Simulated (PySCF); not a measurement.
Bonds (- single, = double, # triple, : aromatic): C1-C2 1.530 Å, C2-C3 1.490 Å, C3:C4 1.416 Å, C4:N5 1.311 Å, N5:S6 1.624 Å, S6:N7 1.622 Å, N7:C3 1.316 Å. C1 carries H8, H9, H10; C2 carries H11, H12; C4 carries H13.

Geometry: GFN2-xTB; GIAO shifts from PySCF 2.14, gas phase, non-relativistic, averaged over equivalent atoms.

At PBE0/pcSseg-1 (156 basis functions, 17 s wall time on 1 thread of an Arm Neoverse V2, shared host):
```
    atoms  δ (ppm)
       C3    169.5
       C4    152.4
       C2     28.0
       C1     18.7
       N5    408.6
       N7    387.3
      H13     8.50
  H11/H12     3.21
H8/H9/H10     1.35
```

δ = σ(ref) − σ, references computed at the same level: 13C (σref 186.93), 1H (σref 31.72) against TMS; 15N (σref 267.73) vs NH3.

Q: What do these become at LC-wPBE/pcSseg-1?

A: 
```
    atoms  δ at LC-wPBE/pcSseg-1  change
       C3                  173.8    +4.3
       C4                  158.3    +5.9
       C2                   26.5    -1.5
       C1                   17.4    -1.3
       N5                  416.2    +7.6
       N7                  394.2    +6.9
      H13                   8.50   +0.00
  H11/H12                   3.09   -0.12
H8/H9/H10                   1.34   -0.01
```

Referencing at the same level of theory: TMS for 13C (191.02 ppm) and 1H (31.78 ppm); NH3 for 15N (269.56 ppm).

The largest change is at N5 (pyridine-type nitrogen of an azole). Cost: 156 basis functions, 24 s wall time on 1 thread of an Intel Xeon 6975P-C, shared host. The order of the carbon signals is the same at both levels.

Experimental scales use liquid or dissolved standards, which lie at an offset from isolated NH3 (liquid NH3: subtract about 20 ppm). Unscaled 15N shifts of sp2 nitrogen often come out too high even then, by a few to some tens of ppm.
